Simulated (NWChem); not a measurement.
Species: CdH2; SMILES [CdH2]

Computed with NWChem. All runs use the structure optimised with PBE0/def2-SVP. def2 effective core potentials on Cd; no spin-orbit coupling. Ions are spin-unrestricted doublets at the neutral geometry. Hybrids' shares of exact exchange are those that their runs print; pure functionals count as 0. The functionals differ in more than this share.

```
row                  share of exact exchange  ΔSCF ionisation energy minus −ε(HOMO) (eV)
-------------------  -----------------------  ------------------------------------------
PBE/def2-SVPD                           0.00                                        3.47
B3LYP/def2-SVPD                         0.20                                    withheld
PBE0/def2-SVPD                          0.25                                        2.44
BHandHLYP/def2-SVPD                     0.50                                        1.38
M06-2X/def2-SVPD                        0.54                                        1.47
```

### Question
Fit a straight line of the last column on the one before it, predict the withheld value, and compare with the run.

### Answer

1. Means of the 4 shown rows: x = 0.323, y = 2.190. Slope Σ(x − x̄)(y − ȳ)/Σ(x − x̄)² = -0.7313/0.1881 = -3.888; intercept 3.444.
2. The shown rows scatter about the line by 0.089 (root mean square); the largest residual is +0.13, at M06-2X/def2-SVPD.
3. At x = 0.20 (B3LYP/def2-SVPD; inside the shown range) the line gives 2.67.
4. The run gives 2.68, +0.01 from the line, 0.1 times the scatter. The line crosses zero at a share of 0.89, outside the shown range.
